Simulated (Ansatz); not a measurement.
Mulliken charges of C2H5BrSn (`C[CH2][Sn][Br]`) from r2SCAN/def2-TZVPP in Ansatz (PBE0-D4/def2-TZVP geometry).

| atom | x (Å) | y (Å) | z (Å) | charge (e) |
| --- | --- | --- | --- | --- |
| C1 | -0.337 | 0.919 | 0.155 | -0.147 |
| C2 | 0.398 | -0.334 | 0.616 | -0.348 |
| Sn3 | 1.444 | -1.404 | -0.987 | 0.585 |
| Br4 | -0.655 | -1.828 | -2.349 | -0.394 |
| H5 | -1.086 | 0.681 | -0.603 | 0.072 |
| H6 | -0.852 | 1.412 | 0.986 | 0.047 |
| H7 | 0.345 | 1.659 | -0.278 | 0.037 |
| H8 | 1.138 | -0.099 | 1.389 | 0.069 |
| H9 | -0.305 | -1.053 | 1.053 | 0.079 |

Problem. By hand: the dipole of these point charges (1 e Å = 4.8032 D).

Solution. Σ q r = (0.963, -0.033, 0.283) e Å, of length 1.004 e Å = 4.82 D.

Problem. How does the dipole of the full density compare? (Estimate.)

Solution. The calculation gave: (0.396, 0.157, 0.400) e Å, 2.81 D; the point charges give 1.72 times that, at 33° from its direction.

Point charges leave out the atoms' own dipoles, such as those of lone pairs, and Mulliken's split depends on the basis, so the two needn't agree.
